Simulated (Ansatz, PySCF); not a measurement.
Te(OMe)(NH2) (CH5NOTe), SMILES CO[Te]N. Atoms are numbered in the order given.

```xyz
9

Te    -0.0878    -0.0385     0.5579
O      1.0678     1.0065    -0.7342
C      1.5829     0.3201    -1.8520
H      0.7887    -0.0177    -2.5473
H      2.2310     1.0245    -2.4017
H      2.1888    -0.5649    -1.5768
N     -1.8594    -0.1753    -0.4150
H     -1.8454    -0.7527    -1.2537
H     -2.3091     0.7197    -0.6014
```
Charge 0, spin multiplicity 1.

Geometry: B3LYP-D3(BJ)/def2-SVP. The structure was generated by enumeration, and PubChem lists no compound with its InChIKey, so it may never have been made. The def2 effective core potentials stand for the cores of Te; spin–orbit coupling is left out. The values are those of a single conformer.

Two levels are set side by side: PBE-D3(BJ)/def2-SVP (Ansatz, an electronic-structure program) and B3LYP-D3(BJ)/def2-SVP (Ansatz). Each level has its own optimised geometry; the coordinates shown are those of the second. Frequencies come from the Hessian of PySCF at each geometry. Differences are taken from unrounded values.

```json
[
 {"quantity": "mean bond length (Å)", "B3LYP-D3(BJ)": "1.352"},
 {"quantity": "bond Te1–O2 (Å)", "B3LYP-D3(BJ)": "2.024"},
 {"quantity": "bond Te1–N7 (Å)", "B3LYP-D3(BJ)": "2.026"},
 {"quantity": "bond O2–C3 (Å)", "B3LYP-D3(BJ)": "1.409"},
 {"quantity": "bond C3–H4 (Å)", "B3LYP-D3(BJ)": "1.108"},
 {"quantity": "bond C3–H5 (Å)", "B3LYP-D3(BJ)": "1.104"},
 {"quantity": "bond C3–H6 (Å)", "B3LYP-D3(BJ)": "1.107"},
 {"quantity": "bond N7–H8 (Å)", "B3LYP-D3(BJ)": "1.018"},
 {"quantity": "bond N7–H9 (Å)", "B3LYP-D3(BJ)": "1.019"},
 {"quantity": "highest harmonic wavenumber (cm⁻¹)", "B3LYP-D3(BJ)": "3625"},
 {"quantity": "mean harmonic wavenumber (cm⁻¹)", "B3LYP-D3(BJ)": "1395"},
 {"quantity": "zero-point energy (kcal/mol)", "B3LYP-D3(BJ)": "41.88"}
]
```

Task: What does PBE-D3(BJ) give, and how far is it from B3LYP-D3(BJ)? (Estimate from the structure and the level; the computed values follow.)

Result: 
| quantity | PBE-D3(BJ) | PBE-D3(BJ) minus B3LYP-D3(BJ) |
|---|---|---|
| mean bond length (Å) | 1.362 | 0.010 |
| bond Te1–O2 (Å) | 2.046 | 0.022 |
| bond Te1–N7 (Å) | 2.037 | 0.011 |
| bond O2–C3 (Å) | 1.415 | 0.006 |
| bond C3–H4 (Å) | 1.117 | 0.009 |
| bond C3–H5 (Å) | 1.112 | 0.008 |
| bond C3–H6 (Å) | 1.116 | 0.009 |
| bond N7–H8 (Å) | 1.026 | 0.008 |
| bond N7–H9 (Å) | 1.027 | 0.008 |
| highest harmonic wavenumber (cm⁻¹) | 3545 | -80 |
| mean harmonic wavenumber (cm⁻¹) | 1355 | -39 |
| zero-point energy (kcal/mol) | 40.69 | -1.18 |

Exact exchange shortens and stiffens bonds; PBE has none. Differences between two approximate levels are no errors against the true value.
